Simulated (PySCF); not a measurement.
Compound: C₈H₁₁F.
Atom-mapped SMILES: `[CH3:1][CH2:2][C@@H:3]1[C@H:4]2[CH:5]=[C:6]([F:7])[CH2:8][C@@H:9]12`

NICS = −σ at a ghost point: NICS(0) at the centroid of the ring atoms, NICS(1) 1 Å to either side along the normal of their mean plane, zz for the tensor component along that normal. Level: GIAO PBE0/pcSseg-1 (PySCF, non-relativistic, gas phase) on the GFN2-xTB geometry, one conformer.

Rings: 1. C3–C4–C9; 2. C4–C5–C6–C8–C9.

| set | NICS(0) | NICS(1), two faces | NICS(1)zz, two faces |
| --- | --- | --- | --- |
| P | -43.0 | -8.9 / -7.7 | -21.8 / -21.1 |
| Q | -7.8 | -2.3 / -5.8 | -1.8 / -1.6 |

Q: Which set (ppm) belongs to which ring?

A: P = 1, Q = 2.
- 1 (3-membered carbocycle; formal bonds all single): mean NICS(1)zz -21.4 ppm, shielded. C3, C4, C9 have four or more neighbours, so the value isn't read as a sign of a π ring current.
- 2 (5-membered carbocycle; formal bonds 1 double, 4 single): mean NICS(1)zz -1.7 ppm, near zero. C4, C8, C9 have four or more neighbours, and the NICS criterion for π rings isn't applied.

Q: How do the rings differ in shape?

A: 
| ring | bond lengths (Å) | rms pucker (Å) | HOMA | nearest outside atom to a NICS(1) probe (Å) |
| --- | --- | --- | --- | --- |
| 1 | 1.510, 1.516, 1.500 | 0.00 | – | hydrogen 1.43 |
| 2 | 1.479, 1.326, 1.501, 1.517, 1.516 | 0.01 | – | hydrogen 1.33 |

Hardware: Arm Neoverse V1, one thread, on a shared host. Cost: 36 s. This is the whole shielding run at PBE0/pcSseg-1, SCF included.
